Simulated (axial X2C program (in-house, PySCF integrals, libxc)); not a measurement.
# Which molecule has these constants?

Computed with an axial X2C code built on PySCF integrals, spin-free (one-electron X2C) or two-component (2c: spin–orbit coupling with atomic mean-field Coulomb and Gaunt terms, which also bring small scalar terms), in Dyall basis sets with cores contracted in-house; open shells are unrestricted.

A two-component PBE0 calculation in a Dyall 3-zeta basis gave Re = 1.849 Å, ωe = 1480.4 cm⁻¹, De = 2.28 eV, dipole magnitude 2.70 D, Ω = 1.

Task: Which molecule is it?
A. KSc
B. NaSc
C. ScH

Result: C. The others have KSc 3.981 Å and 82.4 cm⁻¹ (Ω = 2); NaSc 3.438 Å and 131.0 cm⁻¹ (Ω = 1).

Each entry is the lowest single determinant of a limited PBE0 search at one distance. De goes to single-determinant-based atoms at the same level (for ions the charge split of lowest energy) and is withheld (n/a) where an atom does not fit its ground term or J level. Main or longest-lived isotopes. One determinant is a doubtful description, or other states lie close, for ScH, KSc, NaSc; these need not be ground states, and all values refer to the states named. Some open-shell Ω = 0 determinants are out of reach, so the Ω given for KSc need not be the lowest component. With several unpaired electrons the Ω given is that of one determinant, not necessarily of the lowest component. Some light 2c atoms are not at their ground J level, so De misses part of their lowering (0.04 eV or less). The functionals have no current term, which raises determinants with orbital currents. Where the atoms have a lower orbital projection than the molecule, De at mean-field level may be about a tenth of an eV too small.
